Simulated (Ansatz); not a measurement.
`B[SiH2][GeH3]` + `F[SiH2]N[SiH3]` → `BN([SiH3])[SiH2]F` + `[SiH3][GeH3]`  (cleavage of the B–Si bond)

Program: Ansatz. Geometries: PBE0-D4/def2-TZVP. ΔE: electronic, gas phase. CCSD(T)/CBS adds triple-zeta CCSD(T) − MP2 to the extrapolated MP2 energy (def2 sets, frozen cores). This one scheme is used for every species. Functionals use def2-TZVPP. B3LYP here is the variant with VWN-RPA as its local correlation; programs differ in this. For Ge outer-core shells are correlated without core-valence functions, which leaves a few kJ/mol of doubt a bond. Scalar relativity is left out up to krypton. One conformer a species, not always the lowest.

```csv
level,ΔE (kcal/mol)
r2SCAN-D4,-30.7
B3LYP-D4,-31.9
B2PLYP,-32.1
r2SCAN,-30.5
B3LYP,-31.0
CCSD/def2-TZVPP,-32.0
CCSD(T)/def2-TZVPP,-32.2
MP2/CBS(def2),-33.1
```

Task: What does CCSD(T)/CBS give? (Best estimate.)

Result: Ansatz gave: -31.8 kcal/mol. The listed levels differ from it by 1.1, -0.1, -0.3, 1.3, 0.8, -0.2, -0.4, -1.3 kcal/mol.

Largest T1 diagnostic among the species: 0.013.

The D4 term adds −0.9 kcal/mol with B3LYP and −0.5 kcal/mol with PBE0; it sums over pairs of atoms, weighted by their polarisabilities, and B3LYP, whose exchange is more repulsive, gets the larger term. From PBE to PBE0 (25 % exact exchange), in def2-TZVPP and without D4, ΔE moves by −0.8 kcal/mol.
